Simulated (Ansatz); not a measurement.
Ideal-gas functions of `CC[SeH]` at 600 K and 1 bar, from an Ansatz frequency run at PBE0-D4/def2-TZVP.

Molar mass 109.03 g/mol, point group C1 (symmetry number 1), electronic degeneracy 1, moments of inertia 18.342, 138.832, 147.709 u Å². Harmonic wavenumbers (cm⁻¹, unscaled): 172, 250, 283, 570, 691, 811, 987, 1047, 1089, 1268, 1273, 1405, 1467, 1481, 1488, 2436, 3043, 3084, 3115, 3125, 3150.

Use S(trans) = R[1.5 ln M + 2.5 ln T − 1.1517]; rotational temperatures θ = 24.2544 K / I; S(rot) = R[ln(√π/σ · √(T³/θAθBθC)) + 1.5]; for each mode x = 1.438777 ν̃/T, S = R[x/(eˣ − 1) − ln(1 − e⁻ˣ)] and H = RT x/(eˣ − 1); 1 cm⁻¹ = 0.0119627 kJ/mol; R = 8.31446 J/(mol·K).

Question: By hand: the entropy, in J/(mol·K).

Answer: Translation 181.9. Rotation: θ = 1.3223, 0.1747, 0.1642 K, giving 110.6. Vibration, mode by mode: 15.74, 12.69, 11.70, 6.33, 5.01, 3.98, 2.86, 2.55, 2.35, 1.68, 1.66, 1.29, 1.14, 1.11, 1.10, 0.17, 0.05, 0.04, 0.04, 0.04, 0.04, in all 71.6. Electronic 0.0. Sum 364.1 J/(mol·K).

Question: By hand: H − E and G − E in kJ/mol, counted from the electronic energy.

Answer: Zero-point energy ½ × 32235 × 0.0119627 = 192.8; thermal vibration 24.3; translation, rotation and pV give 4 RT = 20.0. H − E = 237.1 kJ/mol, and G − E = 237.1 − 600 × 364.1/1000 = 18.6 kJ/mol.

Vibration gives 20 % of the entropy. The sum counts one conformer and one mirror image; others add a mixing term.
